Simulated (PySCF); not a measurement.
## Cu (copper, neutral) across methods

[Ar] 3d10 4s1, 2S determinant. All numbers are calculated (PySCF 2.14, a scalar-relativistic core potential, in aug-cc-pV5Z-PP with ECP10MDF (8s8p7d5f4g3h2i, 197 functions)).

```json
{"method": "UHF", "E (hartree)": "-196.17700", "mean ε 3d β (eV)": "-13.111", "mean ε 3d α (eV)": "-12.994", "mean ε 4s α (eV)": "-6.695", "Σ⟨r²⟩ (bohr²)": "31.20", "⟨S²⟩": "0.752"}
{"method": "PBE", "E (hartree)": "-197.3083", "mean ε 3d β (eV)": "-4.910", "mean ε 3d α (eV)": "-5.062", "mean ε 4s α (eV)": "-4.969", "Σ⟨r²⟩ (bohr²)": "30.77", "⟨S²⟩": "0.753"}
{"method": "r2SCAN", "E (hartree)": "-197.1916", "mean ε 3d β (eV)": "-4.881", "mean ε 3d α (eV)": "-5.013", "mean ε 4s α (eV)": "-5.320", "Σ⟨r²⟩ (bohr²)": "30.35", "⟨S²⟩": "0.754"}
{"method": "PBE0", "E (hartree)": "-197.2383", "mean ε 3d β (eV)": "-7.026", "mean ε 3d α (eV)": "-7.107", "mean ε 4s α (eV)": "-5.518", "Σ⟨r²⟩ (bohr²)": "30.45", "⟨S²⟩": "0.752"}
{"method": "LDA", "E (hartree)": "-196.9557", "mean ε 3d β (eV)": "-5.185", "mean ε 3d α (eV)": "-5.333", "mean ε 4s α (eV)": "-5.182", "Σ⟨r²⟩ (bohr²)": "30.49", "⟨S²⟩": "0.752"}
```

Energies and moments cover only the electrons outside the core potential.
